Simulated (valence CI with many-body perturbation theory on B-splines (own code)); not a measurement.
## Basis-set convergence for Pd³³⁺

Calculated by valence CI with perturbative core correlation (CI+MBPT): three valence electrons over a frozen Dirac-Fock core [Ne], radial functions for each j: 9 s, 9 p, 8 d, 6 f, 3 g, 1 h, with the one-electron correlation potential Σ1 (screened to all orders), the two-electron term Σ2, the three-electron term Σ3, Breit, model QED; selected single and double excitations, second order for the rest, scaled by the run's own slope (own B-spline code, finite nucleus).

No measured spectrum was set against this ion. As an estimate, large intervals hold to a few tenths of a per cent, small ones and those within an open d or f shell to about a per cent.

The reference run has the lowest level (3s^2 3p1/2) J=1/2 and an ionisation energy of 2035.21 eV. Its largest variational space holds 8579 state functions.

Levels are named by their leading jj configuration (3d3/2^4 stands for four electrons in 3d with j = 3/2), which in mixed levels can hold well under half, so a name can repeat and another be missing. Letters in brackets count levels of one name in rising energy.

Changed runs:
A. basis 6 s, 6 p, 5 d, 3 f, 1 g
B. basis 5 s, 5 p, 4 d, 2 f

Excitation energies of the reference run in cm⁻¹, and shifts in cm⁻¹:

| Level | Reference | A | B |
| --- | --- | --- | --- |
| (3s^2 3p3/2) J=3/2 | 313853 | -13 | -27 |
| (3s 3p1/2^2) J=1/2 | 629759 | -67 | -204 |
| (3s 3p1/2 3p3/2) J=3/2 [a] | 846443 | -143 | -424 |
| (3s 3p1/2 3p3/2) J=5/2 | 914005 | -67 | -183 |
| (3s 3p1/2 3p3/2) J=3/2 [b] | 1016960 | +22 | +85 |
| (3s 3p1/2 3p3/2) J=1/2 | 1087890 | +93 | +329 |
| (3s 3p3/2^2) J=5/2 | 1191860 | -67 | -212 |
| (3s^2 3d3/2) J=3/2 | 1321020 | +230 | +728 |
| (3s 3p3/2^2) J=1/2 | 1404150 | +140 | +462 |
| (3s^2 3d5/2) J=5/2 | 1420120 | +298 | +987 |
| (3s 3p3/2^2) J=3/2 | 1446320 | +168 | +617 |
| (3p1/2^2 3p3/2) J=3/2 | 1682750 | -29 | -87 |
| Ionisation energy (eV) | 2035.21 | -0.017 | -0.05 |
